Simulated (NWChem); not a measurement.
System: BiH3Te; SMILES [TeH][BiH2]

Input file for NWChem:

```
start job
memory heap 200 mb stack 900 mb global 1100 mb
geometry units angstroms noautosym nocenter noautoz
  Bi     0.000297     1.057517    -0.001655
  H     -1.309931     1.143936     1.227883
  H     -1.240272     1.153599    -1.301485
  Te    -0.000240    -1.808655    -0.002091
  H      1.665012    -1.805780     0.000107
end
basis spherical
  Bi library def2-svpd
  H library def2-svpd
  Te library def2-svpd
end
ecp
  Te library def2-ecp
  Bi library def2-ecp
end
dft
  xc bhlyp
  iterations 150
end
property
  response 1 0.0
end
task dft property
```

Output (shortened):

```
             Northwest Computational Chemistry Package (NWChem) 7.3.0
             --------------------------------------------------------

                             Geometry "geometry" -> ""
                             -------------------------

 Output coordinates in angstroms (scale by  1.889725989 to convert to a.u.)

  No.       Tag          Charge          X              Y              Z
 ---- ---------------- ---------- -------------- -------------- --------------
    1 Bi                  83.0000     0.00029700     1.05751700    -0.00165500
    2 H                    1.0000    -1.30993100     1.14393600     1.22788300
    3 H                    1.0000    -1.24027200     1.15359900    -1.30148500
    4 Te                  52.0000    -0.00024000    -1.80865500    -0.00209100
    5 H                    1.0000     1.66501200    -1.80578000     0.00010700

 Effective nuclear repulsion energy (a.u.)     891.8246664741

                                 NWChem DFT Module
                                 -----------------

 Summary of "ao basis" -> "ao basis" (spherical)
 ------------------------------------------------------------------------------
       Tag                 Description            Shells   Functions and Types
 ---------------- ------------------------------  ------  ---------------------
 Bi                        def2-svpd                12       32   5s4p3d
 H                         def2-svpd                 4        8   2s2p
 Te                        def2-svpd                13       35   5s5p3d

            General Information
            -------------------
          SCF calculation type: DFT
          Wavefunction type:  closed shell.
          No. of atoms     :     5
          No. of electrons :    50
           Alpha electrons :    25
            Beta electrons :    25
          Charge           :     0
          Spin multiplicity:     1
          Use of symmetry is: off; symmetry adaption is: off
          Maximum number of iterations: 150
          AO basis - number of functions:    91
                     number of shells:    37
          Convergence on energy requested:  1.00D-06
          Convergence on density requested:  1.00D-05
          Convergence on gradient requested:  5.00D-04

              XC Information
              --------------
                        BHLYP Method XC Functional
                     Hartree-Fock (Exact) Exchange  0.500
                        Slater Exchange Functional  0.500 local
                    Becke 1988 Exchange Functional  0.500 non-local
              Lee-Yang-Parr Correlation Functional  1.000

             Grid Information
             ----------------
          Grid used for XC integration:  medium
          Radial quadrature: Mura-Knowles
          Angular quadrature: Lebedev.
          Tag              B.-S. Rad. Rad. Pts. Rad. Cut. Ang. Pts.
          ---              ---------- --------- --------- ---------
          Bi                  1.60      123          14.0       590
          H                   0.35       45          13.0       434
          Te                  1.40      123          13.0       590
          Grid pruning is: on
          Number of quadrature shells:   381
          Spatial weights used:  Erf1

      Superposition of Atomic Density Guess
      -------------------------------------

 Sum of atomic energies:        -558.13797242

      Non-variational initial energy
      ------------------------------

 Total energy =    -482.123443
 1-e energy   =   -1109.467787
 2-e energy   =     492.805309
 HOMO         =      -0.249889
 LUMO         =      -0.026228

   convergence    iter        energy       DeltaE   RMS-Dens  Diis-err
 ---------------- ----- ----------------- --------- --------- ---------
 d= 0,ls=0.0,diis     1   -484.2430251375 -6.19D+02  9.91D-03  1.11D-01
 d= 0,ls=0.0,diis     2   -484.2583740438 -1.53D-02  3.49D-03  4.88D-02
 d= 0,ls=0.0,diis     3   -484.2672390099 -8.86D-03  8.62D-04  3.00D-03
 d= 0,ls=0.0,diis     4   -484.2677914245 -5.52D-04  1.98D-04  1.38D-04
 d= 0,ls=0.0,diis     5   -484.2678133478 -2.19D-05  4.20D-05  4.18D-06
  Resetting Diis
 d= 0,ls=0.0,diis     6   -484.2678145576 -1.21D-06  1.20D-05  5.38D-07
 d= 0,ls=0.0,diis     7   -484.2678147013 -1.44D-07  3.64D-06  1.47D-08

         Total DFT energy =     -484.267814701253
      One electron energy =    -1110.603130123860
           Coulomb energy =      530.627646327602
    Exchange-Corr. energy =      -38.831365150103
 Nuclear repulsion energy =      134.539034245108

 Numeric. integr. density =       49.999989872320

                       DFT Final Molecular Orbital Analysis
                       ------------------------------------

 Vector   23  Occ=2.000000D+00  E=-3.541738D-01
              MO Center= -2.6D-01,  4.7D-01, -6.6D-03, r^2= 4.0D+00
   Bfn.  Coefficient  Atom+Function         Bfn.  Coefficient  Atom+Function
  ----- ------------  ---------------      ----- ------------  ---------------
    12      0.366473  1 Bi px                61      0.240991  4 Te py
     3      0.235951  1 Bi s                 15      0.235568  1 Bi px
    33     -0.228719  2 H  s                 41     -0.226546  3 H  s
     6     -0.190132  1 Bi px                13     -0.171288  1 Bi py
    64      0.167232  4 Te py                 1     -0.158666  1 Bi s

 Vector   24  Occ=2.000000D+00  E=-3.022655D-01
              MO Center=  1.0D-02, -2.4D-01,  4.9D-04, r^2= 5.1D+00
   Bfn.  Coefficient  Atom+Function         Bfn.  Coefficient  Atom+Function
  ----- ------------  ---------------      ----- ------------  ---------------
    61      0.394842  4 Te py                13     -0.328454  1 Bi py
    64      0.315696  4 Te py                 3     -0.274350  1 Bi s
    12     -0.219726  1 Bi px                16     -0.204173  1 Bi py
     1      0.175990  1 Bi s                  4     -0.166748  1 Bi s
     7      0.166736  1 Bi py                15     -0.166179  1 Bi px

 Vector   25  Occ=2.000000D+00  E=-2.612930D-01
              MO Center= -3.5D-03, -1.6D+00, -6.0D-03, r^2= 2.9D+00
   Bfn.  Coefficient  Atom+Function         Bfn.  Coefficient  Atom+Function
  ----- ------------  ---------------      ----- ------------  ---------------
    62      0.577379  4 Te pz                65      0.510327  4 Te pz
    59     -0.226303  4 Te pz                56     -0.177081  4 Te pz
    42      0.095119  3 H  s                 34     -0.088483  2 H  s
    41      0.086472  3 H  s                 33     -0.081107  2 H  s
    14     -0.049538  1 Bi pz                19      0.046308  1 Bi d -1

 Vector   26  Occ=0.000000D+00  E=-4.195240D-02
              MO Center=  7.5D-03,  1.2D-01, -1.6D-03, r^2= 8.3D+00
   Bfn.  Coefficient  Atom+Function         Bfn.  Coefficient  Atom+Function
  ----- ------------  ---------------      ----- ------------  ---------------
     5      0.647575  1 Bi s                  4     -0.420636  1 Bi s
    13      0.415470  1 Bi py                53     -0.390096  4 Te s
    61      0.351038  4 Te py                16      0.345039  1 Bi py
    64      0.305903  4 Te py                 3     -0.225156  1 Bi s
    51      0.209722  4 Te s                  7     -0.196462  1 Bi py

 Vector   27  Occ=0.000000D+00  E= 1.488208D-03
              MO Center=  2.2D-01,  1.5D-02, -5.5D-03, r^2= 9.0D+00
   Bfn.  Coefficient  Atom+Function         Bfn.  Coefficient  Atom+Function
  ----- ------------  ---------------      ----- ------------  ---------------
     5      0.903754  1 Bi s                 53      0.724673  4 Te s
     4     -0.564199  1 Bi s                 52     -0.328616  4 Te s
    32      0.248787  1 Bi d  2               3     -0.247375  1 Bi s
    12      0.200877  1 Bi px                51     -0.180798  4 Te s
    60     -0.172516  4 Te px                 1      0.170862  1 Bi s

 Vector   28  Occ=0.000000D+00  E= 1.096394D-02
              MO Center=  2.7D-02,  9.5D-01,  7.6D-03, r^2= 5.6D+00
   Bfn.  Coefficient  Atom+Function         Bfn.  Coefficient  Atom+Function
  ----- ------------  ---------------      ----- ------------  ---------------
    31      0.425045  1 Bi d  1              14     -0.348193  1 Bi pz
    17     -0.338038  1 Bi pz                41     -0.203826  3 H  s
    33      0.195566  2 H  s                  8      0.172799  1 Bi pz
    21     -0.161210  1 Bi d  1              34      0.148488  2 H  s
    42     -0.148116  3 H  s                 80     -0.135879  4 Te d -1

     Multipole analysis of the density
     ---------------------------------

     L   x y z        total         alpha         beta         nuclear
     -   - - -        -----         -----         ----         -------
     0   0 0 0     -0.000000    -25.000000    -25.000000     50.000000

     1   1 0 0      0.336508      1.003626      1.003626     -1.670745
     1   0 1 0      0.687906     17.911861     17.911861    -35.135815
     1   0 0 1      0.008718      0.157185      0.157185     -0.305652

     2   2 0 0    -43.245037    -32.382960    -32.382960     21.520884
     2   1 1 0      0.190148     10.662313     10.662313    -21.134478
     2   1 0 1     -0.026297     -0.023741     -0.023741      0.021185
     2   0 2 0    -43.006441   -218.146881   -218.146881    393.287320
     2   0 1 1      0.016346      0.091119      0.091119     -0.165891
     2   0 0 2    -45.782855    -28.608216    -28.608216     11.433576

 *** CALLING NEW AORESP DRIVER FOR CLOSED AND OPEN SHELLS ***
 Entering AOResponse driver routine

--------------------------------------------------------------------------------

          -----------------------------------------------
          Solving response equations for perturbing field
          -----------------------------------------------

 number of frequencies:     1
 frequency in a.u.:  0.0000000E+00
 Perturbing field: electric
 Using El. Dipole Length Gauge

 Setting up CPKS with frequency omega =      0.00000000 a.u.

 STATIC response

                                NWChem CPHF Module
                                ------------------

  scftype          =     RHF
  nclosed          =       25
  nopen            =        0
  variables        =     1650
  # of vectors     =        3
  tolerance        = 0.10D-03
  level shift      = 0.00D+00
  max iterations   =       50
  max subspace     =       30

 SCF residual:    9.5229410911378714E-005

Iterative solution of linear equations
  No. of variables     1650
  No. of equations        3
  Maximum subspace       30
        Iterations       50
       Convergence  1.0D-04

   iter   nsub   residual    time
   ----  ------  --------  ---------
     1      3    4.73D+00      16.4
     2      6    1.72D+00      21.4
     3      9    2.06D-01      26.4
     4     12    2.04D-02      31.5
     5     15    5.20D-03      36.5
     6     18    1.44D-03      41.4
     7     21    2.03D-04      46.4
     8     24    2.92D-05      51.4

 Electric Dipole Response Matrix (nonzero elements):

              1        2        3
    1   81.4737  -6.1021   0.0303
    2   -6.1020 130.6703  -0.1182
    3    0.0303  -0.1182  80.8171

 ------------------------------------------
 average:        97.65368 + I       0.00000

 DFT Linear Response polarizability / au
 Frequency  =       0.0000000 / au
              X              Y              Z
 -----------------------------------------------
 X      81.4736924     -6.1020550      0.0302759
 Y      -6.1019619    130.6702678     -0.1182058
 Z       0.0302747     -0.1181944     80.8170839
 -----------------------------------------------
 Eigenvalues =      80.7254248    131.4161214     80.8194979
 Isotropic   =      97.6536814
 Anisotropic =      50.6437256
 -----------------------------------------------

 Magnetic Dipole Response Matrix (nonzero elements):

 Exiting AOResponse driver routine
```

Level: BHandHLYP/def2-SVPD with def2 effective core potentials on Te, Bi. Structure relaxed at the PBE0/def2-SVP level. def2 effective core potentials on Te, Bi; no spin-orbit coupling.
